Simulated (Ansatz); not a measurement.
CH4BNSi (`B[SiH2]C#N`), 8 atoms. The species carries charge 0 and has multiplicity 1. All runs use 2 threads of an Arm Neoverse N1 on a shared host. Correlated methods freeze the cores. Open-shell runs search over several starts.

**Question.** Give the basis size and wall time and peak host memory of each of these runs in Ansatz. UKS PBE0-D4/def2-TZVPP energy of the cation; RKS PBE0-D4/def2-TZVPP energy; UKS ωB97M-V/def2-TZVPP energy of the cation; RKS PBE0-D4/def2-TZVP frequencies; RKS ωB97M-V/def2-SVP energy; direct RPA on PBE orbitals/def2-TZVPP energy; UKS r2SCAN-D4/def2-TZVPP energy of the cation; RKS PBE0-D4/def2-TZVP relaxation (11 steps); RHF-CCSD(T)/def2-TZVPP energy; UKS PBE-D4/def2-TZVPP energy of the cation; UKS B2PLYP (frozen core)/def2-TZVPP energy of the cation; RKS ωB97M-V/def2-QZVPP energy. (Best estimate.)

**Answer.** Computed: Other jobs shared the machine, so times are rough.

```tsv
level	job	functions	wall time	peak host memory (GiB)
RKS PBE0-D4/def2-TZVPP	energy	191	4.3 s	0.38
RKS ωB97M-V/def2-SVP	energy	80	6.5 s	0.21
direct RPA on PBE orbitals/def2-TZVPP	energy	191	8.5 s	0.36
UKS PBE0-D4/def2-TZVPP	energy of the cation	191	15 s	0.45
UKS PBE-D4/def2-TZVPP	energy of the cation	191	15 s	0.32
RKS ωB97M-V/def2-QZVPP	energy	361	26 s	1
UKS r2SCAN-D4/def2-TZVPP	energy of the cation	191	30 s	0.51
UKS B2PLYP (frozen core)/def2-TZVPP	energy of the cation	191	31 s	0.58
UKS ωB97M-V/def2-TZVPP	energy of the cation	191	51 s	0.67
RKS PBE0-D4/def2-TZVP	relaxation (11 steps)	154	52 s	0.29
RHF-CCSD(T)/def2-TZVPP	energy	191	69 s	2
RKS PBE0-D4/def2-TZVP	frequencies	154	2.3 min	0.29
```
